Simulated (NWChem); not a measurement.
System: GeHCl$_{3}$; SMILES [GeH]([Cl])([Cl])[Cl]

Here is an NWChem input.

```
start job
memory heap 200 mb stack 900 mb global 1100 mb
geometry units angstroms noautoz
  Ge     0.000000     0.000000     0.435165
  Cl    -0.489539     1.941094    -0.312842
  Cl     1.925806    -0.546594    -0.312842
  Cl    -1.436267    -1.394500    -0.312842
  H      0.000000     0.000000     1.961595
end
basis spherical
  * library def2-tzvpp
end
dft
  xc xpbe96 cpbe96
  iterations 150
  semidirect filesize 400000000
  mulliken
end
task dft gradient
```

Excerpt of the output:

```
             Northwest Computational Chemistry Package (NWChem) 7.3.0
             --------------------------------------------------------

 C3  symmetry detected

                             Geometry "geometry" -> ""
                             -------------------------

 Output coordinates in angstroms (scale by  1.889725989 to convert to a.u.)

  No.       Tag          Charge          X              Y              Z
 ---- ---------------- ---------- -------------- -------------- --------------
    1 Ge                  32.0000     0.00000000    -0.00000000     0.43597532
    2 Cl                  17.0000     0.52104186     1.93287587    -0.31203168
    3 Cl                  17.0000     1.41339867    -1.41767343    -0.31203168
    4 Cl                  17.0000    -1.93444054    -0.51520244    -0.31203168
    5 H                    1.0000     0.00000000    -0.00000000     1.96240532

 Effective nuclear repulsion energy (a.u.)     556.4354782254

      Symmetry information
      --------------------

 Group name             C3
 Group number              5
 Group order               3
 No. of unique centers     3

  pbe96 is a nonlocal functional; adding pw91lda local functional.

                                 NWChem DFT Module
                                 -----------------

 Summary of "ao basis" -> "ao basis" (spherical)
 ------------------------------------------------------------------------------
       Tag                 Description            Shells   Functions and Types
 ---------------- ------------------------------  ------  ---------------------
 Ge                        def2-tzvpp               16       48   6s5p4d1f
 Cl                        def2-tzvpp               14       42   5s5p3d1f
 H                         def2-tzvpp                6       14   3s2p1d

      Symmetry analysis of basis
      --------------------------

        a          66
        e+         61
        e-         61

  Rotation of axis

            General Information
            -------------------
          SCF calculation type: DFT
          Wavefunction type:  closed shell.
          No. of atoms     :     5
          No. of electrons :    84
           Alpha electrons :    42
            Beta electrons :    42
          Charge           :     0
          Spin multiplicity:     1
          Use of symmetry is: on ; symmetry adaption is: on
          Maximum number of iterations: 150
          AO basis - number of functions:   188
                     number of shells:    64
          Convergence on energy requested:  1.00D-06
          Convergence on density requested:  1.00D-05
          Convergence on gradient requested:  5.00D-04

              XC Information
              --------------
          PerdewBurkeErnzerhof Exchange Functional  1.000
            Perdew 1991 LDA Correlation Functional  1.000 local
           PerdewBurkeErnz. Correlation Functional  1.000 non-local

             Grid Information
             ----------------
          Grid used for XC integration:  medium
          Radial quadrature: Mura-Knowles
          Angular quadrature: Lebedev.
          Tag              B.-S. Rad. Rad. Pts. Rad. Cut. Ang. Pts.
          ---              ---------- --------- --------- ---------
          Ge                  1.25      112           8.0       590
          Cl                  1.00       88          10.0       590
          H                   0.35       45           9.0       434
          Grid pruning is: on
          Number of quadrature shells:   245
          Spatial weights used:  Erf1

      Superposition of Atomic Density Guess
      -------------------------------------

 Sum of atomic energies:       -3454.23893736

      Non-variational initial energy
      ------------------------------

 Total energy =   -3455.036047
 1-e energy   =   -5911.902751
 2-e energy   =    1900.431225
 HOMO         =      -0.397000
 LUMO         =       0.002499

      Symmetry analysis of molecular orbitals - initial
      -------------------------------------------------

  Numbering of irreducible representations:

     1 a           2 e+          3 e-

  Orbital symmetries:

     1 a           2 a           3 e+          4 e+          5 a
     6 a           7 e+          8 e+          9 a          10 e+
    11 e+         12 a          13 e+         14 e+         15 a
    16 e+         17 e+         18 e+         19 e+         20 a
    21 a          22 a          23 e+         24 e+         25 e+
    26 e+         27 a          28 e+         29 e+         30 a
    31 e+         32 e+         33 a          34 e+         35 e+
    36 a          37 e+         38 e+         39 e+         40 e+
    41 a          42 a          43 a          44 e+         45 e+
    46 a          47 a          48 e+         49 e+         50 e+
    51 e+         52 a

------------------------------------------------------------
EAF file 0: "./job.aoints.0" size=149422080 bytes
------------------------------------------------------------
               write      read    awrite     aread      wait
               -----      ----    ------     -----      ----
     calls:      285         0         0         0         0
   data(b): 1.49e+08  0.00e+00  0.00e+00  0.00e+00
   time(s): 0.00e+00  0.00e+00  0.00e+00  0.00e+00  0.00e+00
rate(mb/s): 0.00e+00  0.00e+00
------------------------------------------------------------

     ---------------------------------------------
      Total Density - Mulliken Population Analysis
     ---------------------------------------------

    Atom       Charge   Shell Charges
 -----------   ------   -------------------------------------------------------
    1 Ge  32    30.66   2.00  2.00  1.16  0.80  0.73  0.42  5.98  4.41  1.58  0.90  0.40  8.91  1.10  0.10  0.13  0.05
    2 Cl  17    17.45   2.01  0.45  1.52  1.11  0.85  4.19  1.69  1.11  2.96  1.55  0.00  0.00  0.01  0.00
    3 Cl  17    17.45   2.01  0.45  1.52  1.11  0.85  4.19  1.69  1.11  2.96  1.55  0.00  0.00  0.01  0.00
    4 Cl  17    17.45   2.01  0.45  1.52  1.11  0.85  4.19  1.69  1.11  2.96  1.55  0.00  0.00  0.01  0.00
    5 H    1     0.99   0.21  0.52  0.25  0.00  0.01  0.00

   convergence    iter        energy       DeltaE   RMS-Dens  Diis-err
 ---------------- ----- ----------------- --------- --------- ---------
 d= 0,ls=0.0,diis     1  -3457.3846086331 -4.01D+03  7.89D-03  2.69D+00
 d= 0,ls=0.0,diis     2  -3457.2148034260  1.70D-01  7.33D-03  2.10D+00
 d= 0,ls=0.0,diis     3  -3457.3742410026 -1.59D-01  2.49D-03  1.11D+00
 d= 0,ls=0.0,diis     4  -3457.4961078379 -1.22D-01  4.57D-04  3.10D-02
 d= 0,ls=0.0,diis     5  -3457.4979884956 -1.88D-03  1.08D-04  1.95D-03
  Resetting Diis
 d= 0,ls=0.0,diis     6  -3457.4981029194 -1.14D-04  4.19D-05  1.24D-04
 d= 0,ls=0.0,diis     7  -3457.4981163764 -1.35D-05  6.71D-06  6.99D-07
 d= 0,ls=0.0,diis     8  -3457.4981163395  3.69D-08  3.51D-06  1.04D-06

         Total DFT energy =    -3457.498116339521
      One electron energy =    -5910.632536255707
           Coulomb energy =     2060.050098729233
    Exchange-Corr. energy =     -163.351157038430
 Nuclear repulsion energy =      556.435478225383

 Numeric. integr. density =       83.999995671982

                  Occupations of the irreducible representations
                  ----------------------------------------------

                     irrep           alpha         beta
                     --------     --------     --------
                     a                16.0         16.0
                     e+               26.0         26.0
                     e-                0.0          0.0

                       DFT Final Molecular Orbital Analysis
                       ------------------------------------

 Vector   40  Occ=2.000000D+00  E=-3.006682D-01  Symmetry=e+
              MO Center= -6.6D-01, -5.1D-02, -2.6D-01, r^2= 4.7D+00
   Bfn.  Coefficient  Atom+Function         Bfn.  Coefficient  Atom+Function
  ----- ------------  ---------------      ----- ------------  ---------------
   149      0.330346  4 Cl pz               147     -0.236774  4 Cl px
   152      0.207301  4 Cl pz                65     -0.191552  2 Cl pz
   105     -0.189273  3 Cl px                63     -0.178937  2 Cl px
   146      0.154249  4 Cl pz               150     -0.153161  4 Cl px
   107     -0.138794  3 Cl pz               140     -0.127749  4 Cl pz

 Vector   41  Occ=2.000000D+00  E=-3.002788D-01  Symmetry=a
              MO Center= -5.2D-12, -1.9D-12,  4.0D-02, r^2= 5.0D+00
   Bfn.  Coefficient  Atom+Function         Bfn.  Coefficient  Atom+Function
  ----- ------------  ---------------      ----- ------------  ---------------
    65      0.287891  2 Cl pz               107      0.287891  3 Cl pz
   149      0.287891  4 Cl pz                68      0.185987  2 Cl pz
   110      0.185987  3 Cl pz               152      0.185987  4 Cl pz
   176     -0.167408  5 H  s                 62      0.136361  2 Cl pz
   104      0.136361  3 Cl pz               146      0.136361  4 Cl pz

 Vector   42  Occ=2.000000D+00  E=-2.918036D-01  Symmetry=a
              MO Center=  5.6D-14, -8.3D-14, -3.0D-01, r^2= 5.1D+00
   Bfn.  Coefficient  Atom+Function         Bfn.  Coefficient  Atom+Function
  ----- ------------  ---------------      ----- ------------  ---------------
    63      0.316310  2 Cl px               148      0.316565  4 Cl py
   105     -0.231998  3 Cl px               106     -0.231299  3 Cl py
    66      0.201678  2 Cl px               151      0.201841  4 Cl py
    60      0.148028  2 Cl px               108     -0.147920  3 Cl px
   109     -0.147475  3 Cl py               145      0.148148  4 Cl py

 Vector   43  Occ=0.000000D+00  E=-9.233304D-02  Symmetry=a
              MO Center= -9.3D-14, -1.1D-14,  1.8D-01, r^2= 4.7D+00
   Bfn.  Coefficient  Atom+Function         Bfn.  Coefficient  Atom+Function
  ----- ------------  ---------------      ----- ------------  ---------------
     6      0.953154  1 Ge s                  5      0.675880  1 Ge s
   177     -0.513066  5 H  s                 67      0.279924  2 Cl py
   150     -0.280151  4 Cl px                 4     -0.267972  1 Ge s
    64      0.219657  2 Cl py               147     -0.219835  4 Cl px
   108      0.204692  3 Cl px               109     -0.205311  3 Cl py

 Vector   44  Occ=0.000000D+00  E=-3.456985D-02  Symmetry=e+
              MO Center=  3.3D-02, -1.9D-02,  4.7D-01, r^2= 4.2D+00
   Bfn.  Coefficient  Atom+Function         Bfn.  Coefficient  Atom+Function
  ----- ------------  ---------------      ----- ------------  ---------------
    19      0.707875  1 Ge px                20      0.540884  1 Ge py
    16      0.380210  1 Ge px               137      0.342042  4 Cl s
    53     -0.293536  2 Cl s                 17      0.290513  1 Ge py
   150      0.269951  4 Cl px                67      0.248031  2 Cl py
   152      0.186651  4 Cl pz               109     -0.181889  3 Cl py

 Vector   45  Occ=0.000000D+00  E=-3.456985D-02  Symmetry=e+
              MO Center= -3.3D-02,  1.9D-02,  4.7D-01, r^2= 4.2D+00
   Bfn.  Coefficient  Atom+Function         Bfn.  Coefficient  Atom+Function
  ----- ------------  ---------------      ----- ------------  ---------------
    20      0.707875  1 Ge py                19     -0.540884  1 Ge px
    17      0.380210  1 Ge py                95      0.366951  3 Cl s
    16     -0.290513  1 Ge px                53     -0.225483  2 Cl s
   151     -0.226478  4 Cl py                66      0.214815  2 Cl px
   108     -0.215105  3 Cl px               110      0.200244  3 Cl pz

------------------------------------------------------------
EAF file 0: "./job.aoints.0" size=239599616 bytes
------------------------------------------------------------
               write      read    awrite     aread      wait
               -----      ----    ------     -----      ----
     calls:      457         7         0      3192      3192
   data(b): 2.40e+08  3.67e+06  0.00e+00  1.67e+09
   time(s): 0.00e+00  0.00e+00  0.00e+00  0.00e+00  0.00e+00
rate(mb/s): 0.00e+00  0.00e+00
------------------------------------------------------------

     ---------------------------------------------
      Total Density - Mulliken Population Analysis
     ---------------------------------------------

    Atom       Charge   Shell Charges
 -----------   ------   -------------------------------------------------------
    1 Ge  32    31.34   2.00  2.00  1.17  0.78  0.96  0.30  5.98  4.45  1.54  1.33  0.38  8.84  1.08  0.25  0.20  0.06
    2 Cl  17    17.24   2.01  0.43  1.52  1.16  0.81  4.19  1.66  1.13  2.82  1.47  0.00  0.01  0.03  0.00
    3 Cl  17    17.24   2.01  0.43  1.52  1.16  0.81  4.19  1.66  1.13  2.82  1.47  0.00  0.01  0.03  0.00
    4 Cl  17    17.24   2.01  0.43  1.52  1.16  0.81  4.19  1.66  1.13  2.82  1.47  0.00  0.01  0.03  0.00
    5 H    1     0.95   0.23  0.52  0.18  0.00  0.01  0.00

     -------------------------------------------
      Total Density - Lowdin Population Analysis
     -------------------------------------------

    Atom       Charge   Shell Charges
 -----------   ------   -------------------------------------------------------
    1 Ge  32    32.33   2.00  2.00  1.11  0.83  0.57  0.40  5.92  3.97  2.05  1.13  0.92  8.50  1.24  0.50  0.98  0.23
    2 Cl  17    16.85   1.98  0.84  1.14  0.93  0.78  3.93  1.90  1.26  2.47  1.57  0.00  0.00  0.04  0.00
    3 Cl  17    16.85   1.98  0.84  1.14  0.93  0.78  3.93  1.90  1.26  2.47  1.57  0.00  0.00  0.04  0.00
    4 Cl  17    16.85   1.98  0.84  1.14  0.93  0.78  3.93  1.90  1.26  2.47  1.57  0.00  0.00  0.04  0.00
    5 H    1     1.13   0.24  0.49  0.31  0.01  0.08  0.01

     Multipole analysis of the density
     ---------------------------------

     L   x y z        total         alpha         beta         nuclear
     -   - - -        -----         -----         ----         -------
     0   0 0 0     -0.000000    -42.000000    -42.000000     84.000000

     1   1 0 0     -0.000000     -0.000000     -0.000000      0.000000
     1   0 1 0      0.000000      0.000000      0.000000     -0.000000
     1   0 0 1      0.546099      0.273050      0.273050      0.000000

     2   2 0 0    -42.130184   -203.530570   -203.530570    364.930957
     2   1 1 0     -0.000000     -0.000000     -0.000000      0.000000
     2   1 0 1     -0.000000     -0.000000     -0.000000      0.000000
     2   0 2 0    -42.130184   -203.530570   -203.530570    364.930957
     2   0 1 1     -0.000000     -0.000000     -0.000000      0.000000
     2   0 0 2    -39.706387    -46.455784    -46.455784     53.205181

            General Information
            -------------------
          SCF calculation type: DFT
          Wavefunction type:  closed shell.
          No. of atoms     :     5
          No. of electrons :    84
           Alpha electrons :    42
            Beta electrons :    42
          Charge           :     0
          Spin multiplicity:     1
          Use of symmetry is: on ; symmetry adaption is: on
          Maximum number of iterations: 150
          AO basis - number of functions:   188
                     number of shells:    64
          Convergence on energy requested:  1.00D-06
          Convergence on density requested:  1.00D-05
          Convergence on gradient requested:  5.00D-04

[...]

                         DFT ENERGY GRADIENTS

    atom               coordinates                        gradient
                 x          y          z           x          y          z
   1 Ge      0.000000  -0.000000   0.823874    0.000000   0.000000  -0.000171
   2 Cl      0.984626   3.652606  -0.589654   -0.001064  -0.003946   0.001146
   3 Cl      2.670936  -2.679014  -0.589654   -0.002886   0.002894   0.001146
   4 Cl     -3.655563  -0.973591  -0.589654    0.003949   0.001052   0.001146
   5 H       0.000000  -0.000000   3.708408   -0.000000  -0.000000  -0.003266
```

Level: PBE/def2-TZVPP. Structure relaxed at the PBE0/def2-SVP level.
